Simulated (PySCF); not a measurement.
Level of theory: B3LYP-D3(BJ)/def2-TZVP (PySCF 2.14.0). Gas-phase values, no solvent. B3LYP has the VWN-RPA correlation part, as in Gaussian. 

Reference species (SMILES): `[BH2]` (neutral, multiplicity 2).

The dipole moment comes out as 0.49 D.

Changed species: `[BH]C` (radical fragment; the reference has radical fragment).

**Question.** Give the shifts of the dipole moment.

**Answer.** the dipole moment increases by 0.71 D, to 1.20 D.
